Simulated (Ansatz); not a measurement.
`O[Si]O[SiH3]` + HCl → `O[Si]Cl` + `O[SiH3]` at 400 K and 1 bar (ligand exchange at the Si–O bond).

Calculated with Ansatz (gas phase, PBE0-D4/def2-TZVP geometries, no zero-point term in ΔE). CCSD(T)/CBS is the MP2 limit (def2-TZVPP, def2-QZVPP) plus CCSD(T) − MP2 in def2-TZVPP, frozen cores. This one scheme is used for every species. Each species was taken in one conformer, which may not be the lowest.

```json
{"species": "`O[Si]O[SiH3]`", "CCSD(T)/CBS energy (Eh)": "-731.01400", "H − E (kJ/mol)": "145.0", "S (J/(mol·K))": "368.0"}
{"species": "HCl", "CCSD(T)/CBS energy (Eh)": "-460.38127", "H − E (kJ/mol)": "29.6", "S (J/(mol·K))": "195.4"}
{"species": "`O[Si]Cl`", "CCSD(T)/CBS energy (Eh)": "-824.69782", "H − E (kJ/mol)": "59.3", "S (J/(mol·K))": "296.6"}
{"species": "`O[SiH3]`", "CCSD(T)/CBS energy (Eh)": "-366.69042", "H − E (kJ/mol)": "120.0", "S (J/(mol·K))": "276.4"}
```

H − E and S are ideal-gas, rigid-rotor, harmonic terms from PBE0-D4/def2-TZVP, for one conformer and one mirror image of each species. 1 Eh = 2625.50 kJ/mol, R = 8.31446 J/(mol·K).

Question: By hand: ΔE, ΔH, ΔS and ΔG.

Answer: ΔE = (-824.69782) + (-366.69042) − (-731.01400) − (-460.38127) = 0.00703 Eh = 18.5 kJ/mol. Δ(H − E) = 59.3 + 120.0 − 145.0 − 29.6 = 4.7, so ΔH = 23.2 kJ/mol. ΔS = 296.6 + 276.4 − 368.0 − 195.4 = 9.6 J/(mol·K). ΔG = 23.2 − 400 × (9.6)/1000 = 19.4 kJ/mol.

Question: By hand: the equilibrium constant, and the temperature at which ΔG would vanish if ΔH and ΔS stayed fixed.

Answer: log₁₀ K = −ΔG/(RT ln 10) = -2.5. ΔG = 0 at ΔH/ΔS = 2417 K, though so small a ΔS makes that figure unsure.

The number of gas molecules stays the same, so ΔS is small and ΔH decides. A doubt of 5 kJ/mol in ΔE shifts log₁₀ K by 0.7 here. Other conformers and mirror images would add mixing entropy, several J/(mol·K) or more a flexible species. Modes under 60 cm⁻¹, often nearly free rotors, make the harmonic entropy too high. These are equilibria of isolated gas molecules and say nothing of rates. Largest T1 diagnostic: 0.014 (customary marks: 0.02 for closed shells, 0.045 for open ones).
